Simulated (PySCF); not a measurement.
SMILES F[SiH](F)CC[Si](F)(F)F (PBE0/def2-SVP optimised geometry):

```
14

Si    -1.237     0.558     2.823
F     -1.463     1.844     3.777
F     -2.701     0.046     2.362
C     -0.342     1.155     1.294
C     -0.607     0.369     0.000
Si     0.087    -1.335     0.000
F      1.691    -1.335     0.000
F     -0.369    -2.113     1.334
F     -0.390    -2.202    -1.259
H     -0.593    -0.491     3.638
H      0.738     1.211     1.516
H     -0.670     2.202     1.169
H     -1.691     0.281    -0.185
H     -0.189     0.898    -0.873
```

Computed with PBE0/def2-TZVP (PySCF).

### Question
What are the frontier orbital energies and the dipole moment?

### Answer
HOMO-2 -11.08 eV, HOMO-1 -10.12 eV, HOMO -9.29 eV, LUMO 0.18 eV, LUMO+1 0.60 eV; dipole moment 2.28 D.

On the same geometry PySCF 2.14.0 with PBE/def2-TZVP gives HOMO-2 -9.46 eV, HOMO-1 -8.63 eV, HOMO -7.87 eV, LUMO -0.71 eV, LUMO+1 -0.26 eV; dipole moment 2.21 D.

Meta-Löwdin charges at PBE0/def2-TZVP: Si1 1.33, F2 -0.50, F3 -0.50, C4 -0.48, C5 -0.50, Si6 1.66, F7 -0.49, F8 -0.49, F9 -0.48, H10 -0.11, H11 0.14, H12 0.14, H13 0.15, H14 0.15.
